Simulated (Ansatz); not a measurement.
System: BH, charge 1, doublet. BH+ (parent SMILES [BH], doublet).
B3LYP-D3(BJ)/def2-TZVP minimum from Ansatz (a program for electronic structure):
```
B
H 1 1.2044
```
Charge +1, spin multiplicity 2.

Total energies in cc-pVQZ, 3 correlated electrons, 1 frozen orbitals. Open shells are spin-unrestricted; no spin-orbit coupling. Cores are frozen in correlated methods. No relativity. Full CI freezes restricted core orbitals and the other rows unrestricted ones, which leaves a small offset even where coupled cluster is exact. The spin of HB+ (parent SMILES [BH], doublet) was assumed, and the state is the lowest solution found for it.

```
method   program  energy (Eh)  error against FCI (mEh)
-------  -------  -----------  -----------------------
HF        Ansatz    -24.82232                    54.20
MP2       Ansatz    -24.86321                    13.31
CCSD      Ansatz    -24.87550                     1.02
CCSD(T)   Ansatz    -24.87627                     0.25
CCSDT     Ansatz    -24.87654                    -0.02
FCI       Ansatz    -24.87652                     0.00
```

Rough core times of Ansatz's runs on a shared machine: CCSD(T) under 20 s, CCSDT 40 s, FCI under 20 s.
